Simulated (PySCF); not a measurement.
**Adding and removing an electron: KP**

UHF-CCSD(T); PySCF, no relativity, basis sets K aug-pcseg-1, P aug-pcseg-1. Neutral (UHF): triplet (π ↑↑), Re = 3.133 Å, ωe = 193 cm⁻¹, De = 0.97 eV.

KP⁺ (UHF): quartet (σ ↑, π ↑↑), Re = 3.680 Å, ωe = 74.1 cm⁻¹, De = 0.16 eV to K⁺ + P. The energies at the minima are -939.99787 hartree for KP and -939.81686 for KP⁺.

(1) Work out the adiabatic ionisation energy, without and with harmonic zero-point energies (1 hartree = 27.2114 eV, 1 eV = 8065.5 cm⁻¹), and the change of the bond length.

Correlated steps freeze 10 core orbitals. Weak bonds: KP⁺. Basis-set superposition, not corrected here, can be much of De in a small basis, most of all at correlated wavefunction levels. For an ion De counts to the pair picked by the measured ionisation energies or electron affinities, which need not be the lowest pair at this level. States were picked by a PBE0 search and need not be the measured ground states.

Answers

(1) At UHF-CCSD(T): 0.18101 hartree = 4.926 eV between the minima; the zero-point term (74.1 − 193.0)/2 cm⁻¹ = -0.007 eV makes it 4.918 eV. Re changes by +54.7 pm against the neutral. The electron leaves a σ orbital, and the ion is left as a loose complex of an ion and an atom.
